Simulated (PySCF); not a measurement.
C2H5ClFNSi, SMILES N[Si@H](Cl)/C=C/F. Coordinates come from a ωB97X-D3(BJ)/def2-SVP optimisation. The structure was generated by enumeration; whether it is a known compound was not checked. The values are those of a single conformer.

Computed equilibrium geometry at ωB97X-D3(BJ)/def2-SVP (PySCF confirms it by a frequency run) as a Z-matrix (one conformer of several):
```
Si
N 1 1.7139
H 2 1.0147 1 120.60
H 2 1.0150 3 111.42 1 -148.97
H 1 1.4826 2 107.75 3 42.73
C 1 1.8511 5 114.38 2 -121.33
C 6 1.3320 1 123.17 5 -113.79
F 7 1.3332 6 122.74 1 -179.71
H 7 1.0958 6 125.09 1 0.14
H 6 1.0971 7 117.26 9 179.94
Cl 1 2.0937 5 105.39 2 122.23
```
